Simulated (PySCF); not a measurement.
Correlation energy of Hg²⁺ (mercury, charge +2)

[Xe] 4f14 5d9 6s1, high-spin 3D determinant (an excited configuration). Computed with PySCF 2.14 in x2c-TZVPPall (11s7p7d3f1g, 97 functions), with scalar relativity by spin-free X2C-1e. Frozen: [Kr] 4d10 4f14; 18 electrons correlated.

```json
{"level": "CCSD", "correlation energy (mhartree)": "-496.60"}
{"level": "(T)", "correlation energy (mhartree)": "-11.32"}
{"level": "CCSD(T)", "correlation energy (mhartree)": "-507.92"}
```

Diagnostics: T1 = 0.0058, D1 = 0.0203, largest double amplitude 0.021.

Spin-orbit coupling, absent here, splits the open shell strongly.

Cost of the coupled-cluster step: about 50 core-seconds, for 18 correlated electrons.

This basis was not built for core-valence correlation, so the inner-shell part is incomplete.
